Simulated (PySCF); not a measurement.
Q: Give a GFN2-xTB geometry of InChI=1S/C6H7NO/c1-8-6-4-2-3-5-7/h4,6H2,1H3.

A: 
```
atom  x, y, z in Å
C1    -2.8239   -0.2369    0.6457
O2    -1.7171   -0.9774    0.2021
C3    -0.5402   -0.2125    0.1083
C4     0.5813   -1.1419   -0.3686
C5     1.8348   -0.4467   -0.4743
C6     2.8787    0.1564   -0.5511
C7     4.0622    0.8236   -0.6395
N8     5.0595    1.3901   -0.7110
H9    -2.6484    0.1825    1.6441
H10   -3.0569    0.5838   -0.0437
H11   -3.6626   -0.9282    0.6841
H12   -0.2833    0.2210    1.0886
H13   -0.6756    0.6169   -0.6045
H14    0.6794   -1.9692    0.3396
H15    0.3077   -1.5591   -1.3416
```

Any rigid rotation of these coordinates is as good. Atoms count from 1 in this order. The 8 heavy atoms lie in one plane (0.008 Å rms). The C–C distances run from 1.208 Å (C5≡C6, drawn triple) to 1.533 Å (C3–C4, drawn single), a spread of 0.325 Å. Of the pairs four or more bonds apart, H9···H12 is among the closest relative to their van der Waals radii: 2.43 Å, 101 % of the sum of Bondi's values. O2 (ether oxygen) is bent (angle 113.2°).

Bonds between heavy atoms (Å): C1–O2 1.404, O2–C3 1.407, C3–C4 1.533, C4–C5 1.437, C5≡C6 1.208, C6–C7 1.362, C7≡N8 1.149.

The geometry is computed with GFN2-xTB (gas phase).

No frequency check. The numbers are those of one conformer (C1–O2–C3–C4 179°, O2–C3–C4–C5 -179°).
